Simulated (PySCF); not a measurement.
**Computed properties of Al(I)(Me)(OMe) (C2H6AlIO), SMILES C[O][Al]([CH3])[I]**

Al(I)(Me)(OMe) (C₂H₆AlIO), SMILES C[O][Al]([CH3])[I]. Geometry: B3LYP-D3(BJ)/def2-SVP. The structure was generated by enumeration; whether it is a known compound was not checked. The def2 effective core potentials stand for the cores of I; spin–orbit coupling is left out. Other conformers were not sampled. All values are computed for the isolated molecule unless a solvent is named; none is compared with measurement here.

**Structure.** The optimised structure has Cs symmetry. All 27 harmonic modes at B3LYP-D3(BJ)/def2-SVP (PySCF) are real, so it is a minimum. With heavy atoms numbered as in [Al:1]([I:2])([CH3:3])[O:7][CH3:8], the shortest bond between them is O7–C8 at 1.400 Å and the longest Al1–I2 at 2.499 Å.

**Vibrations.** The strongest infrared lines (harmonic, unscaled, degenerate partners summed) lie at 1233 cm⁻¹ (298 km/mol, O 49 %, C 29 %, H 18 %), 703 cm⁻¹ (113 km/mol, H 60 %, C 25 %, Al 15 %), 2988 cm⁻¹ (90 km/mol, H 98 %). The softest mode is at 34 cm⁻¹ and the zero-point energy is 49.2 kcal/mol.

**Electronic structure.** B3LYP/def2-TZVP (PySCF) places the frontier levels at -7.33 and -0.75 eV, a gap of 6.58 eV, and gives a dipole moment of 1.20 D and a mean polarisability of 86.2 bohr³. PBE/def2-TZVP (PySCF) at the same geometry gives -6.44 and -1.32 eV, so its gap is 1.46 eV narrower. An orbital gap is neither the optical nor the fundamental gap.

**Excitations.** TDA-ωB97X/def2-SVPD (PySCF) has S1 at 6.16 eV (201 nm, f = 0.001, dark); the most intense of the 10 singlets computed lies at 7.15 eV (f = 0.25). T1 (TDA) is at 5.86 eV, 0.30 eV under S1. TDA-PBE/def2-SVPD (PySCF) puts S1 at 5.10 eV. No vertical singlet excitation falls in the visible range (under 3.1 eV).
